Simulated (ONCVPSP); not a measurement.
## Transferability test, ONCV potential for copper (Cu)

```
Element                 : copper (Cu)
Generator               : ONCVPSP 4.0.1
Type                    : optimised norm-conserving Vanderbilt (ONCV)
Functional              : LDA (Perdew-Wang 92)
Relativity              : scalar-relativistic
Frozen core             : [Ne] 3s2
Valence charge          : 17
Reference configuration : 3p6 3d9 4s2
Partial waves           : 4s: rc 2.35 bohr, ncon 3, nbas 8, qcut 2.2 1/bohr, 1 projector; 3p: rc 0.72 bohr, ncon 4, nbas 8, qcut 12.4 1/bohr, 2 projectors, debl 1.9 Ha; 3d: rc 1.35 bohr, ncon 4, nbas 9, qcut 12.3 1/bohr, 2 projectors, debl 3.8 Ha; f scattering state at 0.19 Ha: rc 2.00 bohr, ncon 4, nbas 9, qcut 4.9 1/bohr, 2 projectors, debl 1.4 Ha
Local potential         : polynomial inside 0.65 bohr (lpopt 4, dvloc0 1 Ha)
Core correction         : Teter function, fcfact 3, rcfact 1.3
```

In the p channel the program set the typed energies aside and used -2.836, 0.250 Ha.

Energies are relative to the spin-unpolarised reference configuration 3p6 3d9 4s2; without spin polarisation the order of configurations can differ from experiment.

Q: Give the all-electron excitation energy and the error of the potential for: 3p6 3d10 4s1; 3p6 3d10 4s0; 3p6 3d9 4s0; 3p6 3d9 4s1 4p1.

A:

| valence configuration | charge | ΔE all-electron (eV) | error AE − PS (meV) |
| --- | --- | --- | --- |
| 3p6 3d10 4s1 | 0 | -2.013 | +94 |
| 3p6 3d10 4s0 | +1 | 6.417 | +143 |
| 3p6 3d9 4s0 | +2 | 28.106 | -72 |
| 3p6 3d9 4s1 4p1 | 0 | 4.930 | -8.8 |

Note: ghosts flagged at negative energy: s at -172.2 eV; GHOST(+) flagged for f at 28.2 eV. A true bound ghost makes a file unfit for plane-wave use.
